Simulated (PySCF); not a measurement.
PySCF input file for Sr(Cl)2 cation (Cl2Sr), SMILES [Sr]([Cl])[Cl] (connectivity only; charge and spin as stated), charge +1, multiplicity 2, B3LYP-D3(BJ)/def2-TZVP. The structure is a stationary point at B3LYP-D3(BJ)/def2-TZVP. The spin state was assumed, not searched. The isomer is the one that the SMILES or the coordinates give; other isomers of the formula were not compared. The def2 effective core potentials stand for the cores of Sr; spin–orbit coupling is left out.

```python
import numpy as np
from pyscf import gto, scf, dft
from pyscf.hessian import thermo

mol = gto.M(
    atom='''
    Sr    0.00000000   -0.00000000    1.08010145
    Cl    0.00000000    1.36581818   -1.20717220
    Cl    0.00000000   -1.36581817   -1.20717222
    ''',
    basis='def2-TZVP',
    ecp={'Sr': 'def2-tzvp'},
    charge=1,
    spin=1,
    max_memory=1600,
    verbose=3,
)
mf = dft.UKS(mol, xc='b3lyp').density_fit(auxbasis='def2-universal-jkfit')
mf.disp = 'd3bj'
mf.grids.level = 3
mf.conv_tol = 1e-11
mf.max_cycle = 100
mf.kernel()
fine, coarse = mf.grids, dft.Grids(mol).set(level=1).build(with_non0tab=True)
for _ in range(3):  # follow internal instabilities
    mf.grids = coarse
    mo, _, stable, _ = mf.stability(return_status=True, nroots=4)
    mf.grids = fine
    if stable:
        break
    mf.kernel(mf.make_rdm1(mo, mf.mo_occ))

# [left out here: the lines that compute and print the analytic Hessian (its translational invariance restored by hand, since the grid's response is missing), thermochemistry and intensities]
```

Program output:

```

WARN: HOMO -0.417534243074104 >= LUMO -0.417534243074101

converged SCF energy = -951.028625852286  <S^2> = 0.75498765  2S+1 = 2.0049814
<class 'pyscf.df.df_jk.DFUKS'> wavefunction is stable in the internal stability analysis

WARN: DFTD3 does not support analytical Hessian, using finite difference


WARN: Mole.unit (angstrom) is changed to Bohr

Mode                                 0                   1                   2
Irrep
Freq [cm^-1]                      177.3674            211.7255            295.4125
Reduced mass [au]                  38.9691             39.5836             43.0219
Force const [Dyne/A]                0.7223              1.0455              2.2121
Char temp [K]                     255.1922            304.6258            425.0328
Normal mode                   x     y     z       x     y     z       x     y     z
       0  Sr                -0.00 -0.00 -0.04   -0.00 -0.04  0.00    0.00 -0.00 -0.06
       1  Cl                -0.00  0.10  0.05    0.00  0.06 -0.09   -0.00 -0.07  0.07
       2  Cl                -0.00 -0.10  0.05   -0.00  0.06  0.09   -0.00  0.07  0.07
temperature 298.1500 [K]
pressure 101325.00 [Pa]
Rotational constants [GHz] 3.82107 2.46499 1.49838
Symmetry number 2
Zero-point energy (ZPE) 0.00156 [Eh]   4094.251 [J/mol]
                           tot       elec      trans        rot        vib
Entropy [J/mol/K]       311.466      5.763    171.926    109.394     24.382
Cv [J/mol/K]             47.434      0.000     12.472     12.472     22.491
Cp [J/mol/K]             55.749      0.000     20.786     12.472     22.491
Internal energy [J/mol]                      3718.434   3718.434   8204.637
Internal energy [Eh]   -951.02267  -951.02863
Enthalpy [J/mol]                             6197.391   3718.434   8204.637
Enthalpy [Eh]          -951.02172
Gibbs free energy [J/mol]                  -45062.321 -28897.511    935.135
Gibbs free energy [Eh] -951.05709
mode   freq/cm-1   IR/(km/mol)
   1      177.37        11.419
   2      211.73         0.225
   3      295.41        42.452
max |gradient| / (hartree/bohr): 0.00017645983245109727
APT charges: [ 1.5247 -0.2623 -0.2623]
```

The run converged.

Cost: about 120 core-seconds (a rough figure).
